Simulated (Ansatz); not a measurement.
Stepwise reaction of `N[Si](N)(Cl)Cl` with hydrogen fluoride, as a gas-phase model of exchange steps in deposition or etching. ΔE in kJ/mol; ΔG adds harmonic PBE0-D4 terms to CCSD(T)/CBS, at 1 bar.

Program: Ansatz. Geometries: PBE0-D4/def2-TZVP. ΔE: electronic, gas phase. CBS: MP2 limit from def2 TZ/QZ plus the TZ coupled-cluster correction, frozen cores. This one scheme is used for every species. Functionals use def2-TZVPP. B3LYP here is the variant with VWN-RPA as its local correlation; programs differ in this. One conformer a species, not always the lowest.

```json
{"step": "1", "reaction": "`N[Si](N)(Cl)Cl` + H–F → `N[Si](N)(F)Cl` + HCl", "PBE-D4": "-42.4", "B3LYP-D4": "-52.7", "ωB97M-V": "-51.7", "CCSD(T)/CBS": "-48.8", "ΔG(600 K)": "-57.5"}
{"step": "2", "reaction": "`N[Si](N)(F)Cl` + H–F → `N[Si](N)(F)F` + HCl", "PBE-D4": "-43.3", "B3LYP-D4": "-53.7", "ωB97M-V": "-52.5", "CCSD(T)/CBS": "-51.1", "ΔG(600 K)": "-52.6"}
```

**Question.** By hand: ΔE of the 2 steps together at CCSD(T)/CBS.

**Answer.** (-48.8) + (-51.1) = -99.9 kJ/mol, or -50.0 kJ/mol a step.

In ΔE the steps differ by no more than 2.3 kJ/mol. All are downhill at CCSD(T)/CBS. ΔG lies between -57.5 and -52.6 kJ/mol a step. PBE-D4 differs from CCSD(T)/CBS by 6.4 to 7.8 kJ/mol a step. Isolated molecules leave out the surface, adducts and barriers. Largest T1 diagnostic: 0.010.
